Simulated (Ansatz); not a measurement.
Isomers of TePb3Cl4 (singlet), relaxed with r2SCAN-D4/def2-SVP; total energies from Ansatz at ωB97M-V/def2-TZVP.

| isomer | description | energy (Eh) |
| --- | --- | --- |
| A | point group C3v; 9 × Cl–Pb 2.81 to 2.86 Å; 3 × Pb–Te 3.02 Å | -2687.57995 |
| B | point group Cs; 8 × Cl–Pb 2.66 to 2.95 Å; 3 × Pb–Te 2.99 to 3.03 Å | -2687.57992 |

In the def2 sets Pb, Te take a core potential; there is no spin–orbit coupling.

The isomers come from a short search, and lower ones may exist.

Task: Work out the relative energies (1 Eh = 2625.5 kJ/mol) and the Boltzmann populations at 298 K from electronic energies alone (R = 8.314 J/mol/K).

Result: ΔE: A 0.0, B 0.1 kJ/mol. RT = 2.48 kJ/mol. Factors exp(−ΔE/RT): A 1, B 0.96; sum 1.960. Populations: A 51.0 %, B 49.0 %. Zero-point energy, vibrational entropy and symmetry numbers are left out and can shift these; an error of 4 kJ/mol changes a ratio by a factor of 5.0. Over the other density-functional and correlated levels in def2 sets, the gap between A and B ranges from -3 to 2 kJ/mol.
